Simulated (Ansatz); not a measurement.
**GaSiH7O (SMILES [SiH3][OH+][GaH3-]): the energy to break a bond**

GaSiH7O has 10 atoms, charge 0, and is taken as a singlet. SMILES: `[SiH3][OH+][GaH3-]`. Geometry: optimised at B3LYP/def2-SVP.

```xyz
10

Si   -0.5404    0.7277   -1.3497
O    -0.6284   -0.3316   -0.0088
Ga    0.8980   -0.5658    1.5519
H    -1.9035    0.8078   -1.9425
H     0.4204    0.2074   -2.3567
H    -0.1053    2.0296   -0.7975
H    -1.1422   -1.1455   -0.1018
H     0.2427    0.2971    2.6992
H     2.0740    0.0662    0.6991
H     0.7679   -2.1438    1.6096
```

Wanted: the dissociation energy of the O2–Si1 bond into doublet GaH4O and doublet SiH3 (shapes relaxed at B3LYP/def2-SVP, no zero-point term). 1 Eh = 2625.50 kJ/mol = 27.2114 eV. Totals in Eh; open shells run unrestricted unless said.

| level | program | GaSiH7O | doublet GaH4O | doublet SiH3 |
| --- | --- | --- | --- | --- |
| HF/def2-SVP | Ansatz | -2290.737450 | -2000.041493 | -290.533887 |
| B3LYP/def2-SVP | Ansatz | -2293.466084 | -2002.146610 | -291.158553 |
| MP2/def2-SVP, 15 core orbitals frozen | Ansatz | -2291.265085 | -2000.463254 | -290.627525 |

Q: Work out the dissociation energy at each level.

A: 
1. HF/def2-SVP: (-2000.041493) + (-290.533887) − (-2290.737450) = 0.162070 Eh = 425.5 kJ/mol = 4.41 eV.
2. B3LYP/def2-SVP: (-2002.146610) + (-291.158553) − (-2293.466084) = 0.160921 Eh = 422.5 kJ/mol = 4.38 eV.
3. MP2/def2-SVP: (-2000.463254) + (-290.627525) − (-2291.265085) = 0.174306 Eh = 457.6 kJ/mol = 4.74 eV.

The levels span 422 to 458 kJ/mol; no measured value is set beside them. A bond enthalpy at 298 K also holds the loss of zero-point energy and thermal terms.
